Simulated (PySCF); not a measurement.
Compound: C₈H₁₆OP (charge +1).
Atom-mapped SMILES: `[CH2:1]=[C:2]([CH3:3])[P+:4]1([CH3:5])[CH2:6][CH2:7][O:8][CH2:9][CH2:10]1`

Definitions: NICS(0) = −σiso at the ring centroid; NICS(1) = −σiso and NICS(1)zz = −σzz at ±1 Å along the ring normal z. Level: GIAO PBE0/pcSseg-1 (PySCF, non-relativistic, gas phase) on the PBE0-D3(BJ)/def2-SVP geometry, one conformer.

Ring bond lengths (Å), with Mayer bond orders in brackets: P4–C6 1.823 (0.98), C6–C7 1.538 (1.00), C7–O8 1.404 (0.92), O8–C9 1.407 (0.92), C9–C10 1.541 (0.98), C10–P4 1.814 (1.00).

Q: What do the NICS probes read (ppm)?

A: 
```csv
ring,type,NICS(0),"NICS(1), two faces","NICS(1)zz, two faces",rms pucker (Å),"centre to ring atoms, mean (Å)"
P4–C6–C7–O8–C9–C10,6-membered ring with O and P; formal bonds all single,-2.7,-2.2 / -3.7,1.9 / -0.8,0.34,1.50
```

Q: What do they say, and how far can they be read as aromaticity?

A: 
- P4–C6–C7–O8–C9–C10: mean NICS(1)zz 0.6 ppm, near zero. P4, C6, C7, C9, C10 have four or more neighbours, and the NICS criterion for π rings isn't applied.

Q: At the first NICS(1) probe listed for ring P4–C6–C7–O8–C9–C10, 1 Å off the ring, what do the in-plane components average?

A: The isotropic value is a third of the trace: (3 × -2.2 − (1.9))/2 = -4.2 ppm.

Q: What are the shieldings of the ring atoms and their hydrogens in the same run (means over atoms taken as equivalent)?

A: 
```csv
atoms,environment,σ isotropic (ppm),"principal values of the symmetric part, first atom (ppm)"
P4,phosphonium phosphorus,320.2,"282.6, 310.7, 367.2"
C6 (×2),sp3 carbon bound to phosphorus,161.4,"134.7, 162.9, 174.7"
C7 (×2),sp3 carbon bound to oxygen,124.0,"100.2, 107.2, 167.7"
O8,cyclic ether oxygen,298.7,"234.1, 314.5, 347.5"
H on C6 (×2),methylene hydrogen,28.82,"24.9, 26.8, 33.8"
H on C6 (×2),methylene hydrogen,29.31,"23.9, 27.7, 36.3"
H on C7 (×2),methylene hydrogen,27.45,"23.8, 26.3, 33.4"
H on C7 (×2),methylene hydrogen,27.02,"21.9, 25.1, 33.5"
```

Q: How do the values depend on the level or the medium?

A: 
| level | NICS(0), P4–C6–C7–O8–C9–C10 | mean NICS(1)zz, P4–C6–C7–O8–C9–C10 |
| --- | --- | --- |
| PBE0/pcSseg-1, gas | -2.7 | 0.6 |
| wB97X-D/pcSseg-1, gas | -2.6 | 0.6 |
| PBE0/pcSseg-1, IEF-PCM acetone | -2.6 | 0.6 |
| PBE0/pcSseg-1, IEF-PCM chloroform | -2.6 | 0.6 |

The geometry is the same throughout; the continuum's cavity takes Bondi-type radii × 1.2.
